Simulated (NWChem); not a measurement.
Species: pentafluoroethane (C$_{2}$HF$_{5}$); SMILES FC(F)C(F)(F)F

```xyz
8

F      0.0541    -1.4530    -1.0920
C     -0.4373    -0.8550     0.0000
F      0.0541    -1.4530     1.0920
C     -0.0004     0.6113     0.0000
F      1.3188     0.7197     0.0000
F     -0.4823     1.2192     1.0791
F     -0.4823     1.2192    -1.0791
H     -1.5392    -0.9234     0.0000
```
Atoms are numbered in this order, from 1.

Results from NWChem. Pople sets run with spherical d functions. STO-3G and 3-21G are far too small for this property and stand as cheap habits. The geometry was optimised at PBE0/def2-SVP. Field at 589 nm.

| level | isotropic polarisability (bohr³) | anisotropy (bohr³) |
|---|---|---|
| B3LYP/STO-3G | 13.3 | 1.8 |
| B3LYP/6-31G* | 23.5 | 0.6 |
| B3LYP/def2-SVP | [?] | [?] |

Q: What belongs in the gaps?

A: 
- B3LYP/def2-SVP, isotropic polarisability (bohr³): 22.5
- B3LYP/def2-SVP, anisotropy (bohr³): 1.0
